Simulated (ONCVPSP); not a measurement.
## tungsten: excitation energies, all-electron against ONCV

* Element: tungsten (W)
* Generator: ONCVPSP 4.0.1
* Type: optimised norm-conserving Vanderbilt (ONCV)
* Functional: LDA (Perdew-Zunger)
* Relativity: scalar-relativistic
* Frozen core: [Kr] 4d10 4f14
* Valence charge: 14
* Reference configuration: 5s2 5p6 5d4 6s1 6p1
* Partial waves: 5s+6s: rc 1.75 bohr, ncon 3, nbas 7, qcut 8.6 1/bohr, 2 projectors; 5p+6p: rc 2.00 bohr, ncon 5, nbas 8, qcut 8.8 1/bohr, 2 projectors; 5d: rc 2.40 bohr, ncon 4, nbas 8, qcut 7.9 1/bohr, 2 projectors, debl 1.7 Ha; f scattering state at 0.41 Ha: rc 2.20 bohr, ncon 3, nbas 6, qcut 4.5 1/bohr, 1 projector
* Local potential: polynomial inside 1.30 bohr (lpopt 3, dvloc0 3 Ha)
* Core correction: none

Energies are relative to the spin-unpolarised reference configuration 5s2 5p6 5d4 6s1 6p1; without spin polarisation the order of configurations can differ from experiment.

| valence configuration | charge | ΔE all-electron (eV) | error AE − PS (meV) |
| --- | --- | --- | --- |
| 5s2 5p6 5d4 6s2 6p0 | 0 | -4.574 | +1.3 |
| 5s2 5p6 5d4 6s1 6p0 | +1 | 4.560 | -1.7 |

Question: What are ΔE and the potential's error for 5s2 5p6 5d4 6s0 6p0?

Answer: ΔE = 20.586 eV all-electron; the error (AE − PS) is -4.7 meV.

Question: What are ΔE and the potential's error for 5s1 5p6 5d4 6s2 6p0?

Answer: ΔE = 81.124 eV all-electron; the error (AE − PS) is -242 meV.

Levels in the configuration 5s2 5p6 5d4 6s1 6p0:

```tsv
level	all-electron (eV)	pseudo (eV)
5s	-86.865	-86.866
5p	-50.964	-50.964
5d	-11.997	-11.997
6s	-12.486	-12.486
```
